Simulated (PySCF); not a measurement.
Compound: chlorocyclooctane, C₈H₁₅Cl.
Geometry (GFN2-xTB, Å), atoms numbered from 1 in this order:
```
atom  x, y, z in Å
Cl1   -0.631   -3.144   -1.471
C2    -0.371   -1.827   -0.266
C3     1.065   -1.340   -0.438
C4     1.534   -0.383    0.668
C5     1.546    1.097    0.273
C6     0.332    1.611   -0.497
C7    -0.999    1.616    0.252
C8    -1.572    0.251    0.643
C9    -1.499   -0.817   -0.458
H10   -0.478   -2.313    0.709
H11    1.702   -2.227   -0.427
H12    1.184   -0.876   -1.417
H13    2.557   -0.647    0.946
H14    0.926   -0.532    1.559
H15    2.422    1.272   -0.357
H16    1.675    1.694    1.179
H17    0.545    2.645   -0.783
H18    0.224    1.049   -1.424
H19   -0.898    2.219    1.158
H20   -1.727    2.118   -0.391
H21   -2.621    0.408    0.906
H22   -1.083   -0.122    1.542
H23   -1.412   -0.348   -1.438
H24   -2.432   -1.384   -0.459
```

Computed with PBE0/pcSseg-1 in PySCF (dipole) on a GFN2-xTB geometry, gas phase.

Take the most abundant isotopes and a rigid rotor. The values belong to one conformer with, in the numbering `[Cl:1][CH:2]1[CH2:3][CH2:4][CH2:5][CH2:6][CH2:7][CH2:8][CH2:9]1`, Cl1–C2–C3–C4 -170°, C2–C3–C4–C5 -102°, C3–C4–C5–C6 44°, C4–C5–C6–C7 66°.

What are A, B and C (cm⁻¹)?

Ia = 230.27, Ib = 564.96, Ic = 700.82 u·Å²; 505379 MHz·u·Å²/I gives 2195, 894.5 and 721.1 MHz, that is A = 0.07321, B = 0.02984, C = 0.02405 cm⁻¹.

What kind of rotor is it?

An asymmetric top. Ray's parameter κ = (2B − A − C)/(A − C) = -0.765; −1 is the prolate and +1 the oblate limit.

Is it planar, by Δ = Ic − Ia − Ib?

Not planar: Δ = Ic − Ia − Ib = -94.40 u·Å². For a rigid frame Δ = −2 Σ m c², so Σ m c² = 47.20 u·Å² lies off the ab plane: 19.29 from hydrogen and 27.91 from heavier atoms. The atom farthest from that plane is 1.65 Å away.

Give the other two planar moments, Paa and Pbb, and the rms extents of the mass along the axes.

Paa = Σ m a² = (Ib + Ic − Ia)/2 = 517.76 and Pbb = Σ m b² = (Ia + Ic − Ib)/2 = 183.06 u·Å². With the mass M = 146.09 u, the rms extents √(P/M) along a, b and c are 1.88, 1.12, 0.57 Å.

List the rotational levels J(Ka,Kc) to J = 2 (MHz).

Above 0(0,0):
J = 1: 1(0,1) 1616, 1(1,1) 2916, 1(1,0) 3089
J = 2: 2(0,2) 4831, 2(1,2) 5974, 2(1,1) 6494, 2(2,1) 10395, 2(2,0) 10411

Predict some low-J microwave lines.

The dipole components are |μa| = 2.40 D, |μb| = 0.00 D, |μc| = 0.70 D; the mirror of this Cs structure is the ac plane, so μb vanishes by symmetry and there are no b-type lines. The squared components, which scale the intensities, stand as 1.00 : 0.08 (a : c). Some lines, for components of 0.1 D or more:

| type | branch | J(Ka,Kc) | MHz | lower level (cm⁻¹) |
| --- | --- | --- | --- | --- |
| a | Q | 2(1,1) ← 2(1,2) | 520 | 0.199 |
| c | Q | 3(1,3) ← 3(0,3) | 937 | 0.321 |
| a | Q | 3(1,2) ← 3(1,3) | 1040 | 0.352 |
| c | Q | 2(1,2) ← 2(0,2) | 1143 | 0.161 |
| c | Q | 1(1,1) ← 1(0,1) | 1300 | 0.054 |
| a | R | 1(0,1) ← 0(0,0) | 1616 | 0.000 |
| a | R | 2(1,2) ← 1(1,1) | 3058 | 0.097 |
| c | R | 1(1,0) ← 0(0,0) | 3089 | 0.000 |
| a | R | 2(0,2) ← 1(0,1) | 3215 | 0.054 |
| a | R | 2(1,1) ← 1(1,0) | 3405 | 0.103 |
| c | Q | 3(2,2) ← 3(1,2) | 3651 | 0.387 |
| c | Q | 2(2,1) ← 2(1,1) | 3901 | 0.217 |
| a | R | 3(1,3) ← 2(1,2) | 4577 | 0.199 |
| a | R | 3(0,3) ← 2(0,2) | 4783 | 0.161 |
| a | R | 3(2,2) ← 2(2,1) | 4847 | 0.347 |
| c | R | 2(1,1) ← 1(0,1) | 4878 | 0.054 |
| a | R | 3(2,1) ← 2(2,0) | 4911 | 0.347 |
| a | R | 3(1,2) ← 2(1,1) | 5096 | 0.217 |
| c | R | 3(1,2) ← 2(0,2) | 6760 | 0.161 |
| c | Q | 3(3,1) ← 3(2,1) | 6864 | 0.511 |
| c | R | 2(2,0) ← 1(1,0) | 7322 | 0.103 |
| c | R | 2(2,1) ← 1(1,1) | 7479 | 0.097 |
| c | R | 3(2,1) ← 2(1,1) | 8828 | 0.217 |
| c | R | 3(2,2) ← 2(1,2) | 9268 | 0.199 |
| c | R | 3(3,0) ← 2(2,0) | 11776 | 0.347 |
| c | R | 3(3,1) ← 2(2,1) | 11791 | 0.347 |

Estimate the classical rotational partition function at 50 K, 200 K and 298.15 K.

Point group Cs, symmetry number σ = 1; q = (√π/σ)·√((kT/h)³/(ABC)), k/h = 20836.6 MHz/K: 50100 at 50 K, 401000 at 200 K, 729000 at 298.15 K.

Not checked by GFN2-xTB frequencies. Constants of a rigid frame at the computed geometry: no zero-point averaging, no centrifugal distortion. Quadrupole hyperfine structure (35Cl) is left out.
